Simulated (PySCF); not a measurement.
CH₄BrInO, SMILES [CH3][In]([OH])[Br].

Geometry: B3LYP-D3(BJ)/def2-SVP. The def2 effective core potentials stand for the cores of In; spin–orbit coupling is left out. Other conformers were not sampled.

Two levels are set side by side: PBE/def2-TZVP (PySCF) and ωB97X/def2-TZVP (PySCF). Same geometry, gas phase. Differences are taken from unrounded values.

| quantity | PBE |
|---|---|
| orbital gap (eV) | 4.27 |
| highest occupied level (eV) | -6.70 |
| lowest empty level (eV) | -2.43 |
| dipole moment (D) | 2.22 |
| mean polarisability (bohr³) | 76.8 |

**Question.** These are the PBE values. What does ωB97X give? (An estimate is asked for; the answer gives what the named calculation found.)

**Answer.** 
```csv
quantity,ωB97X,PBE minus ωB97X
orbital gap (eV),10.69,-6.42
highest occupied level (eV),-10.33,3.63
lowest empty level (eV),0.36,-2.79
dipole moment (D),2.27,-0.06
mean polarisability (bohr³),71.8,5.0
```

PBE's occupied levels lie high since its potential decays too fast outside the molecule; exact exchange lowers them and widens the gap. PBE's more diffuse valence density responds more strongly to a field. Differences between two approximate levels are no errors against the true value.

Rough cost on one machine, each run with all the roots and properties that it gave: ωB97X against PBE within a factor of 2.
